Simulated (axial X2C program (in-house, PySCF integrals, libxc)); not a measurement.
## How the levels of TiBr⁺ (d2 s0 p(π)0 orbitals) move with the bond length

Calculated with an axial X2C code built on PySCF integrals: two-component X2C with atomic mean-field Coulomb and Gaunt terms, basis Ti dyall-v3z, Br dyall-v3z (cores contracted in-house). Orbitals come from Hartree–Fock averaged over the configuration Ti d2 s0 p(π)0; CI then distributes these electrons over the d, s, p(π) shells of Ti.

At R = 2.399 Å:

```csv
Ω,energy (cm⁻¹),g∥,configuration
2,0,2.00,100% d2
3,221,6.00,100% d2
4,444,10.00,100% d2
1,1419,0.69,100% d2
0,1448,0.00,100% d2
1,1508,3.16,100% d2
2,1522,4.22,100% d2
3,1650,8.00,100% d2
0,1762,0.00,100% d2
2,1816,5.79,100% d2
1,1839,2.15,100% d2
0,1849,0.00,100% d2
0,9491,0.00,100% d2
1,10425,2.02,100% d2
```

g∥ is the magnitude of 2⟨Lz + ge Sz⟩ for the +Ω component. The lowest 14 levels at most are listed.

At R = 2.591 Å:

```
Ω  energy (cm⁻¹)     g∥  configuration
2              0   2.00        100% d2
3            206   6.00        100% d2
4            413  10.00        100% d2
0           1284   0.00        100% d2
1           1324   3.40        100% d2
1           1493   0.85        100% d2
2           1532   5.05        100% d2
0           1576   0.00        100% d2
0           1675   0.00        100% d2
1           1699   1.74        100% d2
2           1724   4.95        100% d2
3           1732   8.00        100% d2
0           9954   0.00        100% d2
1          10638   2.02        100% d2
```

The lowest level lies 1540 cm⁻¹ above the lowest at the first distance.

Task: How does the gap from the lowest to the fifth level change between the two distances?

Result: From 1448 to 1324 cm⁻¹, a factor of 0.91.

Dynamic correlation is missing, so gaps between terms are too wide and other configurations may lie lower; the lowest level listed is that of this model, not necessarily the ground state. For d shells the ligand-field splittings (σ, π, δ) and their order can be off by a thousand cm⁻¹ or more. At most 6 roots were kept for each Ω > 0 (twice that for Ω = 0) within 3.2 eV of the lowest, so higher up levels can be missing between those listed; levels with Ω > 0 are doubly degenerate and listed once, Ω = 0 levels singly. States that fill the shells left empty in the average are placed too high.
